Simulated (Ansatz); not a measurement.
F3HO2W (`[O]=[W]([OH])([F])([F])[F]`). The species carries charge 0 and has multiplicity 1. W takes the def2 core potential. Geometry: relaxed with PBE0-D4/def2-TZVP. It is one conformer, not always the lowest.

```xyz
7

O     0.143   -1.471    1.213
W    -0.081   -0.044    0.367
O     0.498   -0.485   -1.346
F    -1.833   -0.094   -0.260
F    -0.773    1.161    1.600
F     1.486    0.934    0.598
H     0.560   -0.001   -2.171
```

(1) What is the dipole moment at r2SCAN/def2-TZVPP? (An estimate is asked.)

(2) And with PBE, B3LYP, ωB97M-V? (Estimate.)

(3) Give the Mulliken charges with r2SCAN, PBE, ωB97M-V in def2-TZVPP. (Estimate.)

Answers

(1) Computed: 3.16 D, with components (0.52, 0.83, -3.00) D in this frame, pointing from negative to positive charge.

(2) The calculation gave: PBE 3.09 D, B3LYP 3.17 D, ωB97M-V 3.15 D.

(3) The calculation gave: 
```tsv
atom	r2SCAN	PBE	ωB97M-V
O1	-0.33	-0.28	-0.32
W2	1.36	1.11	1.34
O3	-0.37	-0.30	-0.34
F4	-0.30	-0.25	-0.30
F5	-0.29	-0.24	-0.28
F6	-0.30	-0.25	-0.30
H7	0.22	0.21	0.20
```

B3LYP here is the variant with VWN-RPA as its local correlation; programs differ in this.
